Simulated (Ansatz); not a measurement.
Computed with Ansatz on PBE0-D4/def2-TZVP structures; ΔE is electronic, products minus reactants. CCSD(T)/CBS adds triple-zeta CCSD(T) − MP2 to the extrapolated MP2 energy (def2 sets, frozen cores). This one scheme is used for every species. Each species was taken in one conformer, which may not be the lowest.

`B[SiH2]OC` + CH₃SH → `CO[SiH2]SC` + BH₃  (cleavage of the Si–B bond)

```json
{"species": "`B[SiH2]OC`", "MP2/CBS(def2) energy (Eh)": "-431.21838"}
{"species": "CH₃SH", "MP2/CBS(def2) energy (Eh)": "-438.17872"}
{"species": "`CO[SiH2]SC`", "MP2/CBS(def2) energy (Eh)": "-842.90934"}
{"species": "BH₃", "MP2/CBS(def2) energy (Eh)": "-26.52763"}
```

Work out ΔE.

ΔE = (-842.90934) + (-26.52763) − (-431.21838) − (-438.17872) = -0.03987 Eh = -104.7 kJ/mol. CCSD(T)/CBS gives -92.1 kJ/mol.

Largest T1 diagnostic among the species: 0.011.

From PBE to PBE0 (25 % exact exchange), in def2-TZVPP and without D4, ΔE moves by −4.0 kJ/mol. The D4 term adds −9.6 kJ/mol with B3LYP and −5.5 kJ/mol with PBE0; it sums over pairs of atoms, weighted by their polarisabilities, and B3LYP, whose exchange is more repulsive, gets the larger term.

B3LYP here is the variant with VWN-RPA as its local correlation; programs differ in this.
